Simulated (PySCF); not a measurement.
PySCF job for trichloro(fluoro)methane (CCl3F), SMILES ClC(Cl)(F)Cl, B3LYP/pcSseg-1. Coordinates come from a B3LYP-D3(BJ)/def2-SVP optimisation.

```python
import numpy as np
from pyscf import gto, scf, dft
from pyscf.prop.nmr import rks as nmr

mol = gto.M(
    atom='''
    F    -0.00000000    0.00000001    1.59017401
    C    -0.00000000    0.00000001    0.25708173
    Cl    1.46340496    0.84489725   -0.31086385
    Cl    0.00000000   -1.68979450   -0.31086385
    Cl   -1.46340496    0.84489724   -0.31086385
    ''',
    basis='pcSseg-1',
    charge=0,
    spin=0,
    max_memory=1600,
    verbose=3,
)
mf = dft.RKS(mol, xc='b3lyp')
mf.grids.level = 3
mf.conv_tol = 1e-10
mf.max_cycle = 100
mf.kernel()
n = nmr.NMR(mf)
n.verbose = 2
n.max_cycle_cphf = 60
sigma = n.kernel()
print('atom   isotropic/ppm   span/ppm')
for i, s in enumerate(sigma):
    w = np.linalg.eigvalsh((s + s.T) / 2)
    print(f'{mol.atom_symbol(i):2s}{i + 1:3d} {w.mean():14.3f} {w[2] - w[0]:11.3f}')
```

Program output:

```
converged SCF energy = -1518.49999560457
atom   isotropic/ppm   span/ppm
F   1        163.482      55.336
C   2         25.792       1.582
Cl  3        336.666     946.528
Cl  4        336.686     946.483
Cl  5        336.666     946.528
```

The run converged.

Cost: roughly 8 core-seconds.
